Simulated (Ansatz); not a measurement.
CH5Si (SMILES C[SiH2]) moved off its minimum; all values from Ansatz (an electronic-structure program), cores frozen in correlated methods. Open shells are unrestricted.
(charge 0, multiplicity 2)
```xyz
7

C     -1.1058    -0.1688     0.2195
Si     0.5396     0.1018    -0.2616
H     -1.7633     0.5162    -0.3491
H     -1.4901    -1.0654    -0.0748
H     -1.4375    -0.0390     1.2317
H      1.1616     1.6275     0.1756
H      1.3142    -0.9821     0.5750
```

Forces at r2SCAN/def2-TZVPP (eV/Å):

```csv
atom,Fx,Fy,Fz
C1,-3.077,2.663,0.111
Si2,4.315,1.192,1.166
H3,0.138,0.102,0.175
H4,-0.691,-2.940,-0.822
H5,0.321,0.176,0.841
H6,-0.905,-2.005,-0.648
H7,-0.103,0.811,-0.824
```

Q: Give the forces (eV/Å), the total energy and the dipole at CCSD(T)/cc-pV(T+d)Z.

A: 
```json
[
 {"atom": "C1", "Fx": "-3.447", "Fy": "2.623", "Fz": "0.218"},
 {"atom": "Si2", "Fx": "4.670", "Fy": "1.251", "Fz": "1.162"},
 {"atom": "H3", "Fx": "0.153", "Fy": "0.114", "Fz": "0.161"},
 {"atom": "H4", "Fx": "-0.676", "Fy": "-2.963", "Fz": "-0.838"},
 {"atom": "H5", "Fx": "0.360", "Fy": "0.181", "Fz": "0.838"},
 {"atom": "H6", "Fx": "-0.928", "Fy": "-2.067", "Fz": "-0.672"},
 {"atom": "H7", "Fx": "-0.131", "Fy": "0.862", "Fz": "-0.869"}
]
```
Energy -330.0089 hartree, dipole 1.39 D.
